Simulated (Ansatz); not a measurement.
Vertical ionisation energy (eV) of eight silicon and germanium compounds: PBE beside PBE0, computed with Ansatz (a quantum-chemistry and plane-wave program) for isolated molecules in the bases named; differences from unrounded values. The eight are the first of their class met in an unordered collection, after screening for sound electronic states; none was chosen by its value. Functionals give these values as differences of separate SCF runs (ΔSCF), EOM-CCSD as a root; each molecule has one DFT geometry for both levels.

```csv
molecule,basis,PBE0,PBE,difference
"C2H7ClFNSi, SMILES CC[Si@](Cl)(N)F",def2-SVPD,10.39,9.89,-0.50
"C₃H₈N₂Si, SMILES C1[Si@@](C)(CN=1)N",def2-SVPD,8.53,8.25,-0.28
"CH₇GeN, SMILES [CH3][GeH2][NH2]",def2-SVPD,9.32,9.13,-0.19
"C3H4O2Si, SMILES O=C1C=C[SiH2]O1",def2-SVPD,10.43,10.19,-0.25
"C5H12Si, SMILES CCC/C=C\[SiH3]",def2-SVPD,9.31,9.15,-0.17
"C₂H₁₁NSi₃, SMILES [C@H]1([SiH2]CN1[SiH3])[SiH3]",def2-SVPD,8.07,7.93,-0.14
"C4H5FSi, SMILES C#C/C(F)=C/[SiH3]",def2-TZVPD,9.31,9.14,-0.18
"C2H10O2Si2, SMILES O[SiH2]CC[SiH2]O",def2-SVPD,9.80,9.22,-0.58
```

PBE lies below PBE0 in 8 and above it in 0 of the eight; the mean signed difference is -0.29 and the largest -0.58 eV.
